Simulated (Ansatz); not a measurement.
`[CH3][GeH2][S]S` + H₂ → `S[S][GeH3]` + CH₄ at 600 K and 1 bar (hydrogenolysis of a Ge–C bond).

Isolated molecules relaxed with PBE0-D4/def2-TZVP in Ansatz; ΔE leaves out vibrations. CCSD(T)/CBS is the MP2 limit (def2-TZVPP, def2-QZVPP) plus CCSD(T) − MP2 in def2-TZVPP, frozen cores. This one scheme is used for every species. For Ge outer-core shells are correlated without core-valence functions, which leaves a few kJ/mol of doubt a bond. Scalar relativity is left out up to krypton. One conformer a species, not always the lowest.

```csv
species,CCSD(T)/CBS energy (Eh),H − E (kJ/mol),S (J/(mol·K))
`[CH3][GeH2][S]S`,-2913.35128,231.0,460.1
H₂,-1.17544,43.9,150.8
`S[S][GeH3]`,-2874.07545,139.4,399.2
CH₄,-40.46206,140.4,215.7
```

H − E and S are ideal-gas, rigid-rotor, harmonic terms from PBE0-D4/def2-TZVP, for one conformer and one mirror image of each species. For small species the MP2-based limit differs from directly extrapolated CCSD(T) by up to some mEh (0.8 for H₂); such offsets cancel only in part. 1 Eh = 2625.50 kJ/mol, R = 8.31446 J/(mol·K).

**Question.** By hand: ΔE, ΔH, ΔS and ΔG.

**Answer.** ΔE = (-2874.07545) + (-40.46206) − (-2913.35128) − (-1.17544) = -0.01079 Eh = -28.3 kJ/mol. Δ(H − E) = 139.4 + 140.4 − 231.0 − 43.9 = 4.9, so ΔH = -23.4 kJ/mol. ΔS = 399.2 + 215.7 − 460.1 − 150.8 = 4.0 J/(mol·K). ΔG = -23.4 − 600 × (4.0)/1000 = -25.8 kJ/mol.

**Question.** By hand: the equilibrium constant, and the temperature at which ΔG would vanish if ΔH and ΔS stayed fixed.

**Answer.** log₁₀ K = −ΔG/(RT ln 10) = 2.2. ΔH and −TΔS have one sign here, so there is no such temperature. One of them is within its doubt of zero, so this could turn.

The number of gas molecules stays the same, so ΔS is small and ΔH decides. A doubt of 5 kJ/mol in ΔE shifts log₁₀ K by 0.4 here. Other conformers and mirror images would add mixing entropy, several J/(mol·K) or more a flexible species. These are equilibria of isolated gas molecules and say nothing of rates. Largest T1 diagnostic: 0.012 (customary marks: 0.02 for closed shells, 0.045 for open ones).
